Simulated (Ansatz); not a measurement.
`[GeH3][CH2][GeH3]` + H₂S → `S[CH2][GeH3]` + GeH₄ at 700 K and 1 bar (substitution at a C–Ge bond).

Calculated with Ansatz (gas phase, PBE0-D4/def2-TZVP geometries, no zero-point term in ΔE). CBS: MP2 limit from def2 TZ/QZ plus the TZ coupled-cluster correction, frozen cores. This one scheme is used for every species. For Ge outer-core shells are correlated without core-valence functions, which leaves a few kJ/mol of doubt a bond. Scalar relativity is left out up to krypton. One conformer a species, not always the lowest.

```tsv
species	CCSD(T)/CBS energy (Eh)	H − E (kJ/mol)	S (J/(mol·K))
`[GeH3][CH2][GeH3]`	-4195.07612	271.7	465.0
H₂S	-398.97279	64.8	236.9
`S[CH2][GeH3]`	-2515.53503	222.7	419.1
GeH₄	-2078.49493	112.9	267.3
```

H − E and S are ideal-gas, rigid-rotor, harmonic terms from PBE0-D4/def2-TZVP, for one conformer and one mirror image of each species. 1 Eh = 2625.50 kJ/mol, R = 8.31446 J/(mol·K).

Problem. By hand: ΔE, ΔH, ΔS and ΔG.

Solution. ΔE = (-2515.53503) + (-2078.49493) − (-4195.07612) − (-398.97279) = 0.01895 Eh = 49.8 kJ/mol. Δ(H − E) = 222.7 + 112.9 − 271.7 − 64.8 = -0.9, so ΔH = 48.9 kJ/mol. ΔS = 419.1 + 267.3 − 465.0 − 236.9 = -15.5 J/(mol·K). ΔG = 48.9 − 700 × (-15.5)/1000 = 59.8 kJ/mol.

Problem. By hand: the equilibrium constant, and the temperature at which ΔG would vanish if ΔH and ΔS stayed fixed.

Solution. log₁₀ K = −ΔG/(RT ln 10) = -4.5. ΔH and −TΔS have one sign here, so there is no such temperature.

ΔH outweighs TΔS. A doubt of 5 kJ/mol in ΔE shifts log₁₀ K by 0.4 here. Other conformers and mirror images would add mixing entropy, several J/(mol·K) or more a flexible species. These are equilibria of isolated gas molecules and say nothing of rates. Largest T1 diagnostic: 0.012 (customary marks: 0.02 for closed shells, 0.045 for open ones).
